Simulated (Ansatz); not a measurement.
C3H9FSi, SMILES `FCCC[SiH3]`, relaxed with RKS PBE0-D4/def2-TZVP in Ansatz 0.2.0 from a PBE-D4/def2-SVP geometry. The force threshold is 0.005 eV/Å; the program also tests the step.

The species carries charge 0 and has multiplicity 1.

Start:

```xyz
14

F    -1.385   -2.240    0.338
C    -1.000   -1.619   -0.844
C    -0.599   -0.176   -0.576
C     0.560   -0.049    0.422
Si    1.027    1.732    0.873
H    -1.851   -1.669   -1.561
H    -0.147   -2.192   -1.277
H    -1.492    0.370   -0.198
H    -0.339    0.295   -1.550
H     0.293   -0.585    1.358
H     1.468   -0.557    0.027
H    -0.150    2.447    1.482
H     1.452    2.495   -0.356
H     2.164    1.747    1.861
```

(1) How much energy does the relaxation release, and in how many steps? (Best estimate.)

(2) Which bonds change most? (Estimate.)

(3) Give the relaxed structure. (An estimate is asked.)

## Answers

(1) The calculation gave: 5.02 kJ/mol, in 6 steps, 1 of them rejected.

(2) Ansatz gave: C4–Si5 from 1.896 to 1.876 Å; C2–H7 from 1.115 to 1.095 Å; C2–H6 from 1.114 to 1.094 Å; Si5–H13 from 1.508 to 1.490 Å.

(3) The calculation gave: 
```xyz
14

F    -1.417   -2.229    0.304
C    -0.987   -1.596   -0.852
C    -0.596   -0.170   -0.552
C     0.561   -0.057    0.434
Si    1.018    1.713    0.857
H    -1.807   -1.641   -1.575
H    -0.136   -2.167   -1.240
H    -1.477    0.357   -0.170
H    -0.339    0.308   -1.505
H     0.308   -0.580    1.361
H     1.450   -0.557    0.032
H    -0.147    2.417    1.460
H     1.417    2.451   -0.374
H     2.150    1.751    1.820
```
